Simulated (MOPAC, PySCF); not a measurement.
C$_{3}$H$_{9}$Al, SMILES `[Al]([CH3])([CH3])[CH3]`, neutral singlet in the gas phase. 

Z-matrix (Å, degrees):
```
Al
C 1 1.9581
H 2 1.0930 1 113.29
H 2 1.0951 3 107.97 1 123.98
H 2 1.0965 3 107.31 4 113.89
C 1 1.9581 2 120.10 3 170.95
H 6 1.0929 1 113.40 2 2.24
H 6 1.0956 7 107.77 1 -123.34
H 6 1.0961 7 107.57 8 -113.85
C 1 1.9582 2 119.94 3 -8.95
H 10 1.0929 1 113.38 2 -172.14
H 10 1.0953 11 107.92 1 -123.79
H 10 1.0964 11 107.38 12 -113.87
```
Charge 0, spin multiplicity 1.

All levels are single points at this geometry (PBE0-D4/def2-TZVP); Pople sets use spherical d functions. Orbital energies aren't observables, and empty levels follow the basis.

| level | HOMO (eV) | LUMO (eV) | gap (eV) | dipole (D) | vertical IE, Delta-SCF (eV) |
|---|---|---|---|---|---|
| B3LYP-D3(BJ)/def2-TZVP in PySCF | -7.32 | -0.58 | 6.73 | 0.00 | – |
| PBE-D3(BJ)/def2-TZVP in PySCF | -6.25 | -1.13 | 5.12 | 0.00 | – |
| PBE0-D4/def2-TZVP in PySCF | -7.53 | -0.34 | 7.19 | 0.00 | – |
| PM3 in MOPAC | -10.15 | -1.47 | 8.68 | 0.01 | – |
| PM6 in MOPAC | -10.38 | 2.19 | 12.58 | 0.01 | – |
| PM7 in MOPAC | -10.31 | 1.25 | 11.56 | 0.01 | – |
